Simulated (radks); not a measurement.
Problem. The table gives one normalised radial function P(r) = r R(r) (large component) of Ca3+ in [Ne] 3s2 3p5 (r in bohr). Method: Dirac Kohn-Sham, LB94 model potential, spin-unpolarised, spherical densities, finite nucleus; open shells fill j = l - 1/2 first; Fermi nuclear charge, rms radius 3.4776 fm; computed with a radial shooting solver on a logarithmic mesh with Libxc functionals.

r         P
0.00914  1.3562
0.013    1.7790
0.01848  2.2595
0.02628  2.7416
0.03736  3.1186
0.05312  3.2382
0.07554  2.9563
0.1074   2.2510
0.1527   1.3285
0.2172   0.5499
0.3088   0.1389
0.4391   0.0176
0.6243   0.0008
0.8877   0.0000
1.262    0.0000
1.795    0.0000
2.552    0.0000
3.629    0.0000

Which n and l does it have? It may be an empty orbital.

Solution. n = 1, l = 0: the number of nodes gives n - l - 1 = 0, the rise at small r points to l (this Dirac orbital starts outside the nucleus as r^gamma with gamma = sqrt((l + 1)^2 - (Z/c)^2) = 0.99; the j = 1/2 orbital of l + 1 starts with the same power, but with a smaller coefficient, and then steepens), and the extent must fit the shell. The curve is that of 1s1/2. 1s1/2: eigenvalue -4045.0 eV, 0 radial nodes, <r> = 0.0766 bohr, 90 % of the charge inside 0.137 bohr.
